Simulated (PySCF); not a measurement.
Sn(I)(SH) (HISSn), SMILES [I][Sn][SH] (connectivity only; charge and spin as stated), neutral, multiplicity 1.

Coordinates come from a B3LYP-D3(BJ)/def2-SVP optimisation. The def2 effective core potentials stand for the cores of I, Sn; spin–orbit coupling is left out. One conformer was computed; it need not be the lowest.

Level of theory: C-PCM-M06-2X/def2-SVP (PySCF 2.14.0).

The values are the electrostatic part of the solvation free energy, E(continuum) − E(gas) at the gas-phase geometry, in a cavity of scaled van der Waals radii (PySCF's table); cavitation and dispersion terms are not included. A continuum can't describe solvent molecules that bind to the metal. In vacuum the orbital gap is 5.90 eV. The dipole moment in vacuum is 3.96 D.

| solvent | ε | ΔG(elec) (kcal/mol) | dipole (D) | gap (eV) |
|---|---|---|---|---|
| water | 78.36 | -6.8 | 6.03 | 6.21 |
| dichloromethane | 8.93 | -5.9 | 5.74 | 6.17 |
| acetone | 20.49 | -6.5 | 5.92 | 6.19 |
